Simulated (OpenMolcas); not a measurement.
**Re2+: moving or changing the point charges**

Re2+ among 4 point charges of -1 e arranged as a square (D4h), 2.15 Å from the ion.

```json
{"Program": "OpenMolcas 26.06", "Method": "SS-CASPT2, IPEA 0.25 Eh, imaginary shift 0.1 Eh (closed shells correlated: 5s 5p)", "Basis": "ANO-RCC-VDZP [7s6p4d2f1g]", "Scalar Hamiltonian": "DKH2, point nucleus", "Active space": "5 electrons in 5 orbitals (5d)", "State averaging": "2S+1 = 6 even, 1 root; 2S+1 = 4 even, 24 roots; 2S+1 = 2 even, 75 roots", "Spin-orbit coupling": "state interaction with AMFI integrals over the reference wave functions"}
```

Runs around this geometry, states (labels of D4, the rotations of D4h). Energies in cm-1 above the lowest state or level, χT in cm3 K/mol.

```json
{"R (Å)": "2.15", "q (e)": "-0.65", "Ground state": "6A1", "First state of that spin": "", "First gap with spin-orbit (degeneracies)": "180 (2, 2)", "χT at 300 K": "4.004", "First state of another spin": "4E 15850"}
{"R (Å)": "1.94", "q (e)": "-1", "Ground state": "4B1", "First state of that spin": "4E 5550", "First gap with spin-orbit (degeneracies)": "980 (2, 2)", "χT at 300 K": "1.589", "First state of another spin": "6A1 190"}
{"R (Å)": "2.15", "q (e)": "-1", "Ground state": "6A1", "First state of that spin": "", "First gap with spin-orbit (degeneracies)": "380 (2, 2)", "χT at 300 K": "3.575", "First state of another spin": "4B1 8500"}
{"R (Å)": "2.34", "q (e)": "-1", "Ground state": "6A1", "First state of that spin": "", "First gap with spin-orbit (degeneracies)": "240 (2, 2)", "χT at 300 K": "3.883", "First state of another spin": "4B1 13500"}
```

The ground state changes within this set.

Free-ion shares, where given, are those of the reference states; single-state CASPT2 does not remix them. Point charges give a weaker field than real ligands, and real ions of this kind are as a rule low spin; the high spin found here belongs to the model (holds for R = 2.15, q = -0.65; R = 2.15, q = -1; R = 2.34, q = -1). Spin-orbit coupling mixes the spin-free states strongly: the lowest level takes only 33 % from its leading state, 6A1, which lies 189 cm-1 above the lowest spin-free state (holds for R = 1.94, q = -1). This shell can be high or low spin here, a state of another spin lies low, and with metal d orbitals alone active their balance is uncertain, so the ground spin may be wrong, although the usual error favours high spin (holds for R = 1.94, q = -1). This shell can be high or low spin here, a state of another spin lies low, and with metal d orbitals alone active their balance is uncertain, so the ground spin may be wrong (holds for R = 2.15, q = -1). This is an electrostatic model: the charges have no orbitals. No measured value stands beside these numbers.
